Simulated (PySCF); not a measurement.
Input for PySCF: D3(BJ) and D4 dispersion corrections on N2 (SMILES N#N).

```python
from pyscf import gto
from pyscf.dispersion import dftd3, dftd4

mol = gto.M(
    atom='''
    N     0.00000000   -0.00000000    0.54545039
    N    -0.00000000    0.00000000   -0.54545039
    ''',
    basis='def2-svp',
    charge=0, spin=0, verbose=0, max_memory=1800)
d3, d4 = {}, {}
for xc in ['hf', 'pbe', 'blyp', 'revpbe', 'tpss', 'r2scan', 'b3lyp', 'pbe0', 'bhlyp', 'camb3lyp', 'b2plyp']:
    d3[xc] = float(dftd3.DFTD3Dispersion(mol, xc=xc, version='d3bj', atm=False).get_dispersion()['energy'])
    print(f'D3(BJ) {xc:10s} {d3[xc]:14.8f} Eh')
for xc in ['hf', 'pbe', 'blyp', 'revpbe', 'tpss', 'r2scan', 'b3lyp', 'pbe0', 'bhlyp', 'camb3lyp', 'b2plyp']:
    d4[xc] = float(dftd4.DFTD4Dispersion(mol, xc={'camb3lyp': 'cam-b3lyp'}.get(xc, xc), atm=True).get_dispersion()['energy'])
    print(f'D4     {xc:10s} {d4[xc]:14.8f} Eh')
```

Program output:

```
D3(BJ) hf            -0.00552784 Eh
D3(BJ) pbe           -0.00043318 Eh
D3(BJ) blyp          -0.00093211 Eh
D3(BJ) revpbe        -0.00121261 Eh
D3(BJ) tpss          -0.00052824 Eh
D3(BJ) r2scan        -0.00010278 Eh
D3(BJ) b3lyp         -0.00075259 Eh
D3(BJ) pbe0          -0.00035166 Eh
D3(BJ) bhlyp         -0.00057350 Eh
D3(BJ) camb3lyp      -0.00029407 Eh
D3(BJ) b2plyp        -0.00032902 Eh
D4     hf            -0.00168580 Eh
D4     pbe           -0.00036334 Eh
D4     blyp          -0.00086660 Eh
D4     revpbe        -0.00150295 Eh
D4     tpss          -0.00049563 Eh
D4     r2scan        -0.00008147 Eh
D4     b3lyp         -0.00058896 Eh
D4     pbe0          -0.00029360 Eh
D4     bhlyp         -0.00038537 Eh
D4     camb3lyp      -0.00028705 Eh
D4     b2plyp        -0.00024826 Eh
```

The run finished.

Cost: very roughly 0.020 core-seconds.
